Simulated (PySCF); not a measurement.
# What a mistake does to a calculation on ClFHNSi

Calculated results; nothing here was measured. The program is PySCF 2.14.0, an open-source quantum chemistry code, run on an isolated molecule that a program drew, which may never have been made. The molecule is ClFHNSi (charge 0, singlet), drawn as the SMILES string `N=[Si](F)Cl`.

Each row is a Hartree-Fock (HF) and frozen-core CCSD(T) single point in the cc-pV(D+d)Z basis, meant for a local HF minimum. Run 1 is clean. Each other run has one planted mistake out of seven kinds, and not every kind appears here: one electron removed, one electron added, multiplicity raised by two, geometry at a saddle point, minimal basis STO-3G, one bond length entered in bohr, all coordinates scaled. The reference is restricted for singlets and unrestricted otherwise, and also for a bond in bohr. Adding or removing an electron swaps singlet and doublet. Electrons count all cores. HOMO and LUMO are orbital energies over both spins, the gradient is its largest component, and the lowest frequency (negative if imaginary) is given only where the gradient is small. Bond lengths are over the 4 bonds as drawn. T1 is the CCSD diagnostic: over 0.02 (restricted) or 0.045 (unrestricted) a single reference is doubtful.

Geometry of the clean run:
```xyz
5
ClFHNSi, angstrom
N    -3.5581   -0.1576    1.9737
Si   -2.3019    0.7032    2.2275
F    -2.0620    2.2683    2.1021
Cl   -0.5512   -0.0699    2.8254
H    -4.4660    0.1387    1.6769
```

```
run  electrons  basis functions  <S^2>  HOMO (eV)  LUMO (eV)  gradient (hartree/bohr)  lowest frequency (cm^-1)  mean bond (Å)  longest bond (Å)      T1  HF (hartree)  CCSD(T) (hartree)                     mistake
  1         48               79  0.000     -10.95       2.70                  2.4e-05                       269         1.5343             2.005  0.0147    -902.98758         -903.60493                    no fault
  2         48               79  2.009      -6.08      -0.37                  1.6e-01                         -         1.5343             2.005  0.0516    -902.84870         -903.42287  multiplicity raised by two
  3         48               29  0.000      -7.93       6.99                  3.4e-02                         -         1.5343             2.005  0.0167    -892.51402         -892.66948        minimal basis STO-3G
  4         48               79  0.000     -11.18       3.68                  1.2e-01                         -         1.4254             1.863  0.0121    -902.94239         -903.54496      all coordinates scaled
  5         47               79  0.756     -19.21      -7.68                  1.5e-01                         -         1.5343             2.005  0.0178    -902.65995         -903.23283                           ?
```

**Which mistake was planted in run 5, and what did it cost?**

It counts 47 electrons, one fewer than the clean run, at the same geometry and basis. So the mistake is: one electron removed. Subtracting run 1 and multiplying by 627.51 kcal/mol a hartree, the energy moved by 205.6 kcal/mol in HF and 233.5 kcal/mol in CCSD(T).

Cautions from the logs. Run 2: T1 is over the limit, so its CCSD(T) energy is less reliable.
